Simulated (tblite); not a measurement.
Compound: C8H8FOP.
Structure used (GFN2-xTB), in Å, numbered top down from 1:
```
atom  x, y, z in Å
C1     3.1220    0.4594    1.4913
C2     2.2915    0.7956    0.5189
P3     1.5822   -0.5196   -0.4990
O4     2.0267   -1.8728   -0.1695
C5    -0.2178   -0.3009   -0.4091
C6    -1.0052   -1.3186    0.1075
C7    -2.3789   -1.1673    0.1837
C8    -2.9730    0.0041   -0.2582
C9    -2.2023    1.0326   -0.7777
C10   -0.8341    0.8625   -0.8431
F11   -0.0571    1.8471   -1.3408
H12    3.5878    1.1812    2.1431
H13    3.3608   -0.5808    1.6544
H14    2.0136    1.8156    0.3009
H15    1.8698   -0.1161   -1.8035
H16   -0.5155   -2.2224    0.4392
H17   -2.9876   -1.9633    0.5842
H18   -4.0442    0.1231   -0.2005
H19   -2.6485    1.9498   -1.1292
```

All values are computed: GFN2-xTB (tblite) harmonic vibrations without scaling, gas phase. The method is semi-empirical: single wavenumbers can be off by several per cent or more. Modes of hydrogen on phosphorus can be 10 to 20 % off. One conformer, not necessarily the lowest.

Harmonic wavenumbers (cm⁻¹): 45.8, 66.4, 107.1, 129.2, 185.3, 214.3, 250.8, 262.2, 385.5, 409.3, 439.0, 478.4, 484.2, 521.3, 568.1, 657.7, 675.9, 718.3, 782.2, 805.3, 872.3, 882.8, 911.4, 917.2, 929.3, 931.1, 988.6, 1012.8, 1058.6, 1076.0, 1152.5, 1172.4, 1214.7, 1226.3, 1233.1, 1283.1, 1326.4, 1377.1, 1426.6, 1451.4, 1582.5, 1589.9, 1658.1, 2275.3, 3074.5, 3079.2, 3086.1, 3092.2, 3101.5, 3108.7, 3111.2.

A = 1729, B = 700.7, C = 574.5 MHz; mass 170.030 u (most abundant isotopes); point group C1, symmetry number 1.

Question: Zero-point energy?

Answer: Half the sum of the wavenumbers: 29695 cm⁻¹ = 355.23 kJ/mol.

Question: Entropy at 500 K, 1 bar (ideal gas, RRHO, classical rotation)?

Answer: Translation 183.66, rotation 134.12, vibration 226.34: S = 544.1 J/(mol K).

Question: And Cp and H(500 K) − H(0)?

Answer: Cp = 259.63 J/(mol K), of which vibrations give 226.37 (their classical limit is 51 R = 424.0); H(500 K) − H(0) = 75.45 kJ/mol without the zero-point energy, 58.82 from vibrations.

Question: What must be added to the electronic energy to get the Gibbs energy at 500 K and 1 bar?

Answer: ZPE + [H(500 K) − H(0)] − T·S = 355.23 + 75.45 − 272.06 = 158.62 kJ/mol.

Question: Which modes carry the vibrational entropy at 500 K?

Answer: 45.8 cm⁻¹: 25.17; 66.4 cm⁻¹: 22.09; 107.1 cm⁻¹: 18.13; 129.2 cm⁻¹: 16.59; 185.3 cm⁻¹: 13.64; 214.3 cm⁻¹: 12.46 J/(mol K); the other 45 give 118.25 together.

Question: Blend soft modes into free rotors: weight 1/[1 + (100 cm⁻¹/ν̃)⁴] for the oscillator and the rest for a rotor with moment μB/(μ + B), μ = h/(8π²ν), B = 10⁻⁴⁴ kg m². What vibrational entropy results?

Answer: 210.51 J/(mol K) in place of 226.34, which changes −T·S at 500 K by +7.91 kJ/mol.

Question: How do the functions run with temperature in this model?

Answer: 
```csv
T (K),S (J/(mol K)),Cp (J/(mol K)),H − H(0) (kJ/mol),G − H(0) (kJ/mol),ln q(vib)
50,254.9,56.0,2.12,-10.63,0.55
100,301.5,80.6,5.55,-24.60,1.81
298.15,431.8,176.5,30.89,-97.87,7.33
373.15,475.3,211.1,45.45,-131.89,9.46
750,662.5,322.8,148.97,-347.90,19.95
1000,761.0,361.1,234.82,-526.20,26.30
```

q(vib) and H(0) count from the zero-point level.

Hindered rotation and anharmonicity are outside this model. Other conformers, if any are populated, would add a mixing term that is left out. The structure is chiral; the term R ln 2 for an equal mix with its mirror image is left out.
